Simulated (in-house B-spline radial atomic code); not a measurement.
Whole-atom quantities along the 19-electron series, configuration [Ar] 3d1. Breit and QED terms are first order and not part of the total energy; the density at the nucleus is averaged over the nuclear charge. Computed with an all-electron radial atomic-structure program (B-spline basis): Dirac-Hartree-Fock, average of the configuration, finite nuclei.

| ion | Z | E/Z² (Eh) | Σ<r²> (bohr²) | n(0)/Z³ (bohr⁻³) | Lamb diamagnetic shielding (ppm) | repulsion over attraction | Breit energy (eV) | self-energy (eV) | vacuum polarisation (eV) | Dirac less non-relativistic energy (Eh) |
| --- | --- | --- | --- | --- | --- | --- | --- | --- | --- | --- |
| Gd45+ | 64 | -2.3182 | 0.57503 | 2.2453 | 5871.44 | 0.055884 | 250.76 | 220.65 | -34.529 | -443.97 |
| Tb46+ | 65 | -2.3265 | 0.55322 | 2.3372 | 5990.24 | 0.054983 | 263.87 | 233.58 | -37.088 | -475.22 |
| Dy47+ | 66 | ? | ? | ? | ? | ? | ? | ? | ? | ? |
| Ho48+ | 67 | ? | ? | ? | ? | ? | ? | ? | ? | ? |
| Er49+ | 68 | -2.3513 | 0.49434 | 2.5782 | 6354.36 | 0.052417 | 306.1 | 276.02 | -45.736 | -579.45 |
| Tm50+ | 69 | -2.3595 | 0.47665 | 2.6794 | 6478.6 | 0.051604 | 321.2 | 291.47 | -48.997 | -618.03 |
| Yb51+ | 70 | -2.3678 | 0.45983 | 2.7681 | 6604.25 | 0.050811 | 336.82 | 307.61 | -52.448 | -658.6 |

Question: Fill in the row of Dy47+.

Answer: E/Z² (Eh): -2.3347; Σ<r²> (bohr²): 0.53256; n(0)/Z³ (bohr⁻³): 2.4017; Lamb diamagnetic shielding (ppm): 6110.21; repulsion over attraction: 0.054106; Breit energy (eV): 277.45; self-energy (eV): 247.1; vacuum polarisation (eV): -39.788; Dirac less non-relativistic energy (Eh): -508.11.

Question: Fill in the row of Ho48+.

Answer: E/Z² (Eh): -2.343; Σ<r²> (bohr²): 0.51295; n(0)/Z³ (bohr⁻³): 2.4924; Lamb diamagnetic shielding (ppm): 6231.61; repulsion over attraction: 0.053251; Breit energy (eV): 291.52; self-energy (eV): 261.24; vacuum polarisation (eV): -42.675; Dirac less non-relativistic energy (Eh): -542.85.

Question: With what power of Z does the column «vacuum polarisation (eV)» change over this range?

Answer: A fit of the logarithm of its size against log Z from Z = 64 to 70 has slope 4.66.
